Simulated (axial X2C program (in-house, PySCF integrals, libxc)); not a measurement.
## A run on TaB⁺ without results

A two-component calculation with an in-house all-electron X2C program for linear molecules (integrals from PySCF).

Input and command:
```json
{"zs": [73, 5], "q": 1, "bas": ["dyall-cv3z", "dyall-v3z"], "r0": 2.31, "levels": ["PBE0", "HF", "r2SCAN", "BHandHLYP", "TPSSh"], "nst": 3}
```
```bash
python soeom.py task.json out
```

Keys: zs atomic numbers; q charge; bas basis sets; r0 starting distance in Å; levels methods; nst determinants followed.

Outcome:

The PBE0 distance search ended without bracketing a minimum (an unconverged step or the end of its range); this says nothing on whether the molecule is bound.
